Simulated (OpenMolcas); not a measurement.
# Ag3+: effect of the IPEA shift

```
Program             : OpenMolcas
Basis               : ANO-RCC-VTZP [7s6p4d2f1g]
Scalar Hamiltonian  : DKH2, point nucleus
Active space        : 8 electrons in 5 orbitals (4d)
State averaging     : 2S+1 = 3 even, 10 roots; 2S+1 = 1 even, 15 roots
Spin-orbit coupling : RASSI with atomic mean-field integrals over the reference wave functions, term energies averaged over their components
```

Methods on the same reference wave functions:
A. CASSCF
B. SS-CASPT2, IPEA 0 Eh, imaginary shift 0.1 Eh (closed shells correlated: 4s 4p)
C. SS-CASPT2, IPEA 0.25 Eh, imaginary shift 0.1 Eh (closed shells correlated: 4s 4p)

Energies in cm⁻¹ above 4d⁸ ³F₄, the measured ground level; measured values from the list in Gamrath, thesis, University of Mons (2023).

```csv
Level,A,B,C,Measured
4d⁸ ³F₄,0.0,0.0,0.0,0.0
4d⁸ ³F₃,3960,3980,3980,4172
4d⁸ ³F₂,5956,5620,5630,5830
4d⁸ ³P₁,19709,15970,16410,15900
4d⁸ ³P₀,20050,16220,16660,16092
4d⁸ ¹G₄,24223,21270,21160,20570
4d⁸ ¹S₀,56315,48290,48310,47139
```

Deviations, from unrounded energies. A percentage is the sum of absolute deviations over the sum of measured energies, with the sign that they share, or ± where signs differ.

```csv
Against measurement,Levels,A,B,C
mean absolute deviation (cm-1),6,3500,410,540
fine structure of the ground term (%),2,±3.4,-4.0,-3.9
other terms of the ground configuration (%),4,+20.7,+2.1,+2.8
```

B lies closest to measurement on these levels and A furthest from it. The largest miss of B in the table is 4d⁸ ¹S₀, by +1200 cm-1. The ranking rests on the paired levels alone, and a cruder setting can come out closer through cancelling errors.

Between B and C the level of the table that moves most is 4d⁸ ³P₁, by 440 cm-1 (lowest in B, highest in C). Moves below CASPT2's spread within the term are not significant.

The mean deviations of B to C differ by less than CASPT2's widest spread within a term (1000 cm-1), so their order carries little weight.

From A to B the spin-free energies of the other terms of 4d⁸ shown, above ³F, scale by factors of 0.76 to 0.86, as is usual when dynamic correlation screens the repulsion within a d or f shell.

The lowest spin-free term lies below A's lowest term by 0.445 hartree in B, 0.440 hartree in C.

CASPT2 breaks the degeneracy within a term, and the mean is taken; among the terms shown or strongly mixed into the levels shown the widest spread is 1000 cm-1 (4d⁸ ³F, B). Without dynamic correlation excited terms often stand tens of per cent too high (terms of higher spin than the ground term too low), and those without a measured partner can miss by more than the paired ones (holds for A). Measured partners are found by configuration, term and J. A level has none where our copy of the source lacks it or the pairing is in doubt (some pairs that miss far off the trend of their configuration count as doubtful), and it then counts in no deviation. Levels of configurations outside the active space are missing. Levels that lie high or do not pair safely by name in every column are left out.
